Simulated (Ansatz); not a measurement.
`[NH2][GeH2][NH][GeH2][NH2]`, relaxed with RKS PBE0-D4/def2-TZVP in Ansatz 0.2.0 from a GFN2-xTB geometry. The force threshold is 0.005 eV/Å; the program also tests the step.

Charge 0, multiplicity 1.

Start:

```xyz
14

N    -1.496    0.117    1.307
Ge   -1.410    0.890   -0.329
N    -0.153   -0.064   -1.220
Ge    1.609   -0.213   -0.713
N     1.807   -1.021    0.884
H    -2.146    0.525    1.964
H    -1.633   -0.885    1.305
H    -2.661    0.823   -1.185
H    -1.052    2.327   -0.050
H    -0.286   -0.081   -2.219
H     2.289    1.122   -0.591
H     2.256   -1.072   -1.763
H     1.433   -0.505    1.670
H     1.444   -1.964    0.939
```

```csv
step,energy (eV),largest force (eV/Å),largest move (Å)
1,-117637.0133,0.822,0.000
2,-117637.0884,0.408,0.068
3,-117637.1009,0.134,0.061
4 (rejected),-117637.0710,0.657,0.199
5,-117637.1099,0.084,0.100
6,-117637.1160,0.080,0.097
7,-117637.1218,0.168,0.144
8,-117637.1245,0.107,0.082
9,-117637.1285,0.089,0.061
10,-117637.1315,0.078,0.093
11,-117637.1322,0.055,0.076
12,-117637.1325,0.021,0.006
13,-117637.1326,0.028,0.020
14,-117637.1327,0.011,0.014
15,-117637.1328,0.015,0.012
16,-117637.1328,0.011,0.006
17,-117637.1328,0.007,0.010
18,-117637.1328,0.008,0.010
19,-117637.1329,0.007,0.005
20,-117637.1329,0.003,0.003
```

End:

```xyz
14

N    -1.294    0.382    1.329
Ge   -1.476    0.858   -0.441
N    -0.117   -0.030   -1.264
Ge    1.590   -0.145   -0.578
N     1.776   -1.334    0.808
H    -1.697    1.039    1.984
H    -1.633   -0.545    1.549
H    -2.797    0.433   -1.123
H    -1.337    2.395   -0.447
H    -0.250   -0.306   -2.223
H     1.996    1.226   -0.013
H     2.489   -0.617   -1.732
H     1.195   -1.069    1.594
H     1.556   -2.288    0.558
```

Hardware: 2 threads of an AMD EPYC 7R13 on a shared host and a share of an NVIDIA H100 80 GB. Wall time 42 s, peak host memory 0.95 GiB.
